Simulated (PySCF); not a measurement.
## Computed NMR parameters against published values

Molfile (atoms numbered from 1):
```
C6H15OP
     RDKit          3D

 23 22  0  0  0  0  0  0  0  0999 V2000
    2.5687    0.4160    0.4454 C   0  0  0  0  0  0  0  0  0  0  0  0
    1.5786   -0.2797   -0.4783 C   0  0  0  0  0  0  0  0  0  0  0  0
    0.0101   -0.6596    0.3773 P   0  0  0  0  0  5  0  0  0  0  0  0
    0.2057   -1.4325    1.6498 O   0  0  0  0  0  0  0  0  0  0  0  0
   -0.9980   -1.5540   -0.8563 C   0  0  0  0  0  0  0  0  0  0  0  0
   -2.3424   -1.9802   -0.2829 C   0  0  0  0  0  0  0  0  0  0  0  0
   -0.8259    0.9414    0.6672 C   0  0  0  0  0  0  0  0  0  0  0  0
   -1.1119    1.8137   -0.5448 C   0  0  0  0  0  0  0  0  0  0  0  0
    2.6722   -0.1520    1.3818 H   0  0  0  0  0  0  0  0  0  0  0  0
    2.2375    1.4333    0.7059 H   0  0  0  0  0  0  0  0  0  0  0  0
    3.5610    0.5008   -0.0224 H   0  0  0  0  0  0  0  0  0  0  0  0
    1.3783    0.3036   -1.3927 H   0  0  0  0  0  0  0  0  0  0  0  0
    1.9742   -1.2570   -0.8025 H   0  0  0  0  0  0  0  0  0  0  0  0
   -1.1064   -0.9487   -1.7717 H   0  0  0  0  0  0  0  0  0  0  0  0
   -0.3968   -2.4389   -1.1251 H   0  0  0  0  0  0  0  0  0  0  0  0
   -2.9954   -1.1149   -0.0888 H   0  0  0  0  0  0  0  0  0  0  0  0
   -2.8774   -2.6495   -0.9730 H   0  0  0  0  0  0  0  0  0  0  0  0
   -2.1941   -2.5087    0.6704 H   0  0  0  0  0  0  0  0  0  0  0  0
   -0.1940    1.4635    1.4048 H   0  0  0  0  0  0  0  0  0  0  0  0
   -1.7505    0.6816    1.2088 H   0  0  0  0  0  0  0  0  0  0  0  0
   -1.6148    2.7465   -0.2479 H   0  0  0  0  0  0  0  0  0  0  0  0
   -0.1888    2.0969   -1.0741 H   0  0  0  0  0  0  0  0  0  0  0  0
   -1.7687    1.3072   -1.2687 H   0  0  0  0  0  0  0  0  0  0  0  0
  1  2  1  0
  2  3  1  0
  3  4  2  0
  3  5  1  0
  5  6  1  0
  3  7  1  0
  7  8  1  0
  1  9  1  0
  1 10  1  0
  1 11  1  0
  2 12  1  0
  2 13  1  0
  5 14  1  0
  5 15  1  0
  6 16  1  0
  6 17  1  0
  6 18  1  0
  7 19  1  0
  7 20  1  0
  8 21  1  0
  8 22  1  0
  8 23  1  0
M  END
```

How the numbers were obtained: shieldings: GIAO PBE0/pcSseg-1, coordinates at the PBE0-D3(BJ)/def2-SVP level, in PySCF 2.14.0 with density-fitted response routines (rapidly exchanging positions averaged, no solvent model, no relativistic terms, one conformer).

Reference values: measured (NMR Tables: representative 31P chemical shifts referenced to 85 % H3PO4 (instrument maker's almanac)).
```json
{"atoms": "P3", "quantity": "δ 31P vs 85 % H3PO4", "reference": "48.3", "computed": "19.6", "computed, scaled": "29.4"}
```

Reference values: measured (E. Pretsch, P. Bühlmann, M. Badertscher, Structure Determination of Organic Compounds, 4th ed., Springer 2009).
```csv
atoms,quantity,reference,computed,"computed, scaled"
P3,δ 31P vs 85 % H3PO4,48.0,19.6,29.4
```

Computed shifts are σ(ref) − σ with the named reference compound (TMS for H and C) calculated as an isolated molecule at the same level. The measured values may be among those fitted. Shieldings were converted by a linear fit to measured shifts: 31P: δ = 282.38 − 0.871σ (rms 18.7 ppm, 97 shifts vs H3PO4, solution or neat liquid). Occasional misses reach two or three times the rms, and more in compound classes unlike the fitted ones.

Task: How far are the unscaled 31P shifts from the references?

Result: Mean signed difference -28.55 ppm, mean absolute 28.55 ppm over 2 comparisons; the largest is -28.7 ppm at P3 (phosphorus bonded to 3 C, O).
